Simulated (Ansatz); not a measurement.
Geometry optimisation, RKS B3LYP-D4/def2-SVP in Ansatz 0.2.0.

Input file:

```yaml
crystal:
  periodic: [false, false, false]
  atoms:
    - { symbol: Si, position_ang: [-1.890849, 0.833929, 0.399809] }
    - { symbol: F, position_ang: [-1.03484, 0.125066, 1.633528] }
    - { symbol: H, position_ang: [-0.998671, 1.661902, -0.452467] }
    - { symbol: H, position_ang: [-2.872873, 1.731665, 1.080176] }
    - { symbol: H, position_ang: [-2.617223, -0.22142, -0.356927] }
    - { symbol: H, position_ang: [0.249783, -1.252903, 0.528604] }
    - { symbol: "N", position_ang: [0.517545, -0.968116, -0.413719] }
    - { symbol: C, position_ang: [1.75659, -0.202146, -0.366379] }
    - { symbol: H, position_ang: [0.630431, -1.810684, -0.976426] }
    - { symbol: H, position_ang: [1.613955, 0.669984, 0.290189] }
    - { symbol: H, position_ang: [2.00087, 0.186009, -1.369322] }
    - { symbol: H, position_ang: [2.64538, -0.753385, 0.003033] }
basis:
  gaussian: { orbitals: def2-SVP }
hamiltonian:
  xc: b3lyp
  dispersion: d4
relax:
  f_tol: 0.03
  max_steps: 50
```

Command:

```bash
$ ansatz run input.yaml --threads 2 --pin off --max-ram 3072MiB --backend cpu --events-out ev --progress --plain --runs-dir out
```

Task: Where does it end, and by what steps?

Result: The forces met the threshold. After 15 steps the energy has fallen by 0.075 eV; H11 moved furthest, 0.68 Å.

```
step  energy less start (eV)  largest force component (eV/Å)  accepted
   0                  0.0000                           0.393       yes
   1                 -0.0251                           0.302       yes
   2                 -0.0285                           0.738       yes
   3                 -0.0512                           0.252       yes
   4                 -0.0583                           0.134       yes
   5                 -0.0619                           0.072       yes
   6                 -0.0643                           0.032       yes
   7                 -0.0659                           0.050       yes
   8                 -0.0677                           0.138       yes
   9                 -0.0699                           0.100       yes
  10                 -0.0720                           0.171       yes
  11                 -0.0738                           0.059       yes
  12                 -0.0743                           0.039       yes
  13                 -0.0746                           0.049       yes
  14                 -0.0748                           0.035       yes
  15                 -0.0749                           0.020       yes
```

```xyz
12
Properties=species:S:1:pos:R:3
Si -1.645 0.717 0.288
F -0.705 0.659 1.634
H -0.999 1.395 -0.866
H -2.746 1.637 0.731
H -2.312 -0.573 -0.033
H 0.280 -1.590 0.421
N 0.352 -0.867 -0.296
C 1.632 -0.169 -0.194
H 0.256 -1.336 -1.198
H 1.688 0.319 0.790
H 1.678 0.624 -0.958
H 2.522 -0.815 -0.319
```

Run time: 34 s on 2 threads of Arm Neoverse V2, on a shared host, peak memory 0.2 GiB.
